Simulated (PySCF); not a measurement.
C₈H₄ClO (charge -1).
Bonds: C1–C2 (triple), C2–C3, C3–C4 (aromatic), C4–O5, C4–C6 (aromatic), C6–C7 (aromatic), C7–C8 (aromatic), C8–C9 (aromatic), C9–Cl10, C3–C9 (aromatic). Hydrogens: H11 on C1; H12 on C6; H13 on C7; H14 on C8.

NICS is the negative of the GIAO shielding at a point without a nucleus: at the ring centre (0) and 1 Å above and below it (1); zz is the component along the ring normal. Level: GIAO PBE0/pcSseg-1 (PySCF, non-relativistic, gas phase) on the GFN2-xTB geometry, one conformer.

Ring bond lengths (Å), with Mayer bond orders in brackets: C3–C4 1.457 (1.06), C4–C6 1.434 (1.23), C6–C7 1.368 (1.52), C7–C8 1.394 (1.33), C8–C9 1.380 (1.41), C9–C3 1.382 (1.33).

Problem. Give the NICS values of each ring in ppm.

Solution. 
| ring | type | NICS(0) | NICS(1), two faces | NICS(1)zz, two faces | rms pucker (Å) | centre to ring atoms, mean (Å) |
| --- | --- | --- | --- | --- | --- | --- |
| C3–C4–C6–C7–C8–C9 | 6-membered carbocycle; formal bonds all aromatic | -5.2 | -6.7 / -6.7 | -13.6 / -13.6 | 0.00 | 1.40 |

Problem. What do they say, and how far can they be read as aromaticity?

Solution. 
- C3–C4–C6–C7–C8–C9: mean NICS(1)zz -13.6 ppm, shielded.

Problem. How equal are the bonds by HOMA? HOMA takes Krygowski's 1993 parameters.

Solution. 
- C3–C4–C6–C7–C8–C9: HOMA 0.68 = 1 − EN − GEO, with mean bond length 1.402 Å, EN = α(Ropt − mean)² = 0.054 and GEO = α × variance = 0.264.

Problem. List the ring angles and the Hirshfeld charges of the ring atoms.

Solution. 
- C3–C4–C6–C7–C8–C9: C3 120.0° (-0.073 e), C4 114.3° (+0.059 e), C6 123.2° (-0.120 e), C7 121.5° (-0.083 e), C8 117.2° (-0.143 e), C9 123.8° (-0.003 e); sum 720.0° against 720° for a flat convex ring.

Problem. How shielded are the nuclei of the rings and their hydrogens (means over atoms taken as equivalent)?

Solution. 
| atoms | environment | σ isotropic (ppm) |
| --- | --- | --- |
| C3 | substituted aromatic carbon | 75.7 |
| C4 | aromatic carbon bearing oxygen | 6.0 |
| C6 | aromatic CH carbon | 63.6 |
| C7 | aromatic CH carbon | 55.5 |
| C8 | aromatic CH carbon | 84.5 |
| C9 | aromatic C–Cl carbon | 40.1 |
| H12 | aromatic hydrogen | 25.87 |
| H13 | aromatic hydrogen | 25.25 |
| H14 | aromatic hydrogen | 26.36 |
